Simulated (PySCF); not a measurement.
PySCF job for CH6ClGeN, SMILES [CH3][Ge@H]([NH2])[Cl], PBE/pcSseg-1. The structure is a stationary point at PBE0-D3(BJ)/def2-SVP. The structure was generated by enumeration; whether it is a known compound was not checked. Other conformers were not sampled.

```python
import numpy as np
from pyscf import gto, scf, dft
from pyscf.prop.nmr import rks as nmr

mol = gto.M(
    atom='''
    C    -1.48133516   -1.28820148   -0.11044215
    Ge    0.02504573   -0.11855726   -0.43002761
    N     1.56941851   -1.06830137   -0.28463660
    Cl   -0.10090808    1.47469717    1.07122633
    H    -1.49484866   -2.09565544   -0.85664466
    H    -1.40410129   -1.72810297    0.89420793
    H    -2.41994691   -0.72042927   -0.17032868
    H     0.03638465    0.59206940   -1.78990963
    H     1.67873227   -1.57649610    0.58933710
    H     2.41983552   -0.54008669   -0.46151720
    ''',
    basis='pcSseg-1',
    charge=0,
    spin=0,
    max_memory=1600,
    verbose=3,
)
mf = dft.RKS(mol, xc='pbe')
mf.grids.level = 3
mf.conv_tol = 1e-10
mf.max_cycle = 100
mf.kernel()
n = nmr.NMR(mf)
n.verbose = 2
n.max_cycle_cphf = 60
sigma = n.kernel()
print('atom   isotropic/ppm   span/ppm')
for i, s in enumerate(sigma):
    w = np.linalg.eigvalsh((s + s.T) / 2)
    print(f'{mol.atom_symbol(i):2s}{i + 1:3d} {w.mean():14.3f} {w[2] - w[0]:11.3f}')
```

Output:

```
converged SCF energy = -2632.87053675482
atom   isotropic/ppm   span/ppm
C   1        175.249      28.716
Ge  2       1191.802     207.557
N   3        218.834      42.819
Cl  4        858.182     277.918
H   5         30.602      13.413
H   6         30.466      10.519
H   7         30.516      11.943
H   8         25.453      18.262
H   9         30.505      16.435
H  10         30.303      18.169
```

The calculation finished and met its thresholds.
